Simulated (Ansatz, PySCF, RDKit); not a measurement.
Noncovalent pair: N2 (SMILES N#N) (first 2 atoms) with H2S (SMILES S); geometry from B3LYP-D3(BJ)/def2-TZVP.
(charge 0, multiplicity 1):
```xyz
5

N      0.408    -0.857    -0.594
N      0.187     0.072    -0.067
S     -0.368     0.443     3.662
H     -0.416     1.044     2.463
H      0.958     0.627     3.767
```

Counterpoise-corrected where a basis set is named; no monomer relaxation.

Rows in 6-31G* carry no dispersion term and start afresh at each structure (6-31G* with six Cartesian d functions).

Programs: Ansatz (Gaussian orbitals); PySCF for 6-31G* rows, the dispersion terms; RDKit for the force fields. 

Task: One of these levels gives 1.3 kJ/mol for the interaction energy. Name it.
(A) PBE-D3(BJ)/def2-TZVPPD
(B) MMFF94
(C) HF/6-31G*

Result: C, HF/6-31G*. The others give -0.8 (MMFF94), -3.4 (PBE-D3(BJ)/def2-TZVPPD)

Ansatz is a quantum-chemistry and plane-wave program.
